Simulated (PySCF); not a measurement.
Shieldings and the share of exact exchange

Molecule: SMILES BC[SiH2][SiH3], CH9BSi2.

Bonds (- single, = double, # triple, : aromatic): B1-C2 1.538 Å, C2-Si3 1.912 Å, Si3-Si4 2.347 Å. B1 carries H5, H6; C2 carries H7, H8; Si3 carries H9, H10; Si4 carries H11, H12, H13.

GIAO shieldings (ppm, equivalent atoms averaged) in PySCF 2.14.0 with density-fitted response routines on the PBE0-D3(BJ)/def2-SVP geometry, basis pcSseg-2, gas phase, non-relativistic:

```tsv
functional	exact exchange (%)	σ(B1)	σ(C2)
BLYP	0	7.9	146.9
BP86	0	10.9	151.3
PBE	0	8.8	151.1
B3LYP	20	13.0	153.4
PBE0	25	15.7	159.0
BHandHLYP	50	21.2	161.7
HF	100	37.6	174.1
```

Q: Fit each shielding as a line in the percentage of exact exchange.

A: σ(B1) = 8.6 + 0.28 x (rms 1.2 ppm); σ(C2) = 150.0 + 0.24 x (rms 1.8 ppm). The functionals also differ in their semilocal parts, which the line can't hold; Hartree–Fock has no correlation at all.

Q: What does the line predict for mPW1PW91 (25 %), and what does the run give?

A: σ(B1): 15.6 predicted, 16.5 computed; σ(C2): 156.0 predicted, 158.7 computed ppm.
